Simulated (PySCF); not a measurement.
```xyz
34

C      0.1060     1.7904     1.8588
C     -0.3262     1.4489     0.4655
C     -1.6063     0.9112     0.2165
C     -2.1295     0.9708    -1.0787
C     -1.3603     1.4611    -2.1317
C     -0.0077     1.7188    -1.9201
C      0.5333     1.6654    -0.6319
C      2.0035     1.4533    -0.4613
C      2.4822     0.1927    -0.3747
C      1.5290    -0.9567    -0.4518
C      1.2176    -1.5078    -1.6985
C      0.0438    -2.2363    -1.8778
C     -0.9042    -2.2558    -0.8572
C     -0.6106    -1.7109     0.3965
C     -1.7296    -1.2920     1.2953
C     -2.2083    -0.0314     1.2087
C      0.6924    -1.2333     0.6497
C      1.1783    -1.0340     2.0528
H     -0.3898     1.1756     2.6197
H      1.1930     1.7328     1.9921
H     -0.1864     2.8370     2.0505
H     -3.1253     0.5630    -1.2710
H     -1.7794     1.5171    -3.1389
H      0.6560     1.8960    -2.7704
H      2.7049     2.2960    -0.4605
H      3.5646     0.0323    -0.3053
H      1.8704    -1.3019    -2.5507
H     -0.1873    -2.6753    -2.8510
H     -1.9109    -2.6349    -1.0514
H     -2.2051    -2.0016     1.9827
H     -3.0649     0.2619     1.8271
H      1.6417    -1.9800     2.3817
H      0.3661    -0.8147     2.7562
H      1.9490    -0.2574     2.1288
```

Charge 0, multiplicity 1.

Task: Give the Mulliken and meta-Löwdin atomic charges from PySCF with PBE0-D3(BJ)/def2-SVP.

Result: 
| atom | Mulliken (e) | meta-Löwdin (e) |
|---|---|---|
| C1 | 0.08 | -0.30 |
| C2 | -0.14 | 0.03 |
| C3 | -0.04 | -0.02 |
| C4 | 0.02 | -0.11 |
| C5 | -0.02 | -0.11 |
| C6 | 0.02 | -0.11 |
| C7 | -0.04 | -0.02 |
| C8 | -0.06 | -0.11 |
| C9 | -0.06 | -0.11 |
| C10 | -0.04 | -0.02 |
| C11 | 0.02 | -0.11 |
| C12 | -0.02 | -0.11 |
| C13 | 0.02 | -0.11 |
| C14 | -0.04 | -0.02 |
| C15 | -0.06 | -0.11 |
| C16 | -0.06 | -0.11 |
| C17 | -0.14 | 0.03 |
| C18 | 0.08 | -0.30 |
| H19 | 0.04 | 0.10 |
| H20 | 0.04 | 0.10 |
| H21 | 0.06 | 0.11 |
| H22 | 0.01 | 0.10 |
| H23 | 0.01 | 0.10 |
| H24 | 0.01 | 0.10 |
| H25 | 0.04 | 0.11 |
| H26 | 0.04 | 0.11 |
| H27 | 0.01 | 0.10 |
| H28 | 0.01 | 0.10 |
| H29 | 0.01 | 0.10 |
| H30 | 0.04 | 0.11 |
| H31 | 0.04 | 0.11 |
| H32 | 0.06 | 0.11 |
| H33 | 0.04 | 0.11 |
| H34 | 0.04 | 0.10 |
